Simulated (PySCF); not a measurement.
A calculated (PBE, PySCF 2.14, aug-cc-pVDZ, the non-relativistic Hamiltonian (point nucleus)) atom or ion has these occupied shells.

```csv
shell,electrons,orbital energy (eV),"rms radius, mean of both spins (bohr)"
1s α,1,-6948.8,0.0684
1s β,1,-6948.8,0.0684
2s α,1,-823.41,0.293
2s β,1,-820.77,0.293
2p α,3,-712.60,0.262
2p β,3,-710.60,0.262
3s α,1,-109.26,0.875
3s β,1,-103.40,0.875
3p α,3,-76.711,0.927
3p β,3,-70.965,0.927
3d α,5,-23.920,1.13
4s α,1,-14.357,2.80
4s β,1,-13.247,2.80
```

Problem. Name the element and its charge.

Solution. Fe⁺ (iron, charge +1), in [Ar] 3d5 4s2, high-spin 6S determinant (an excited configuration).
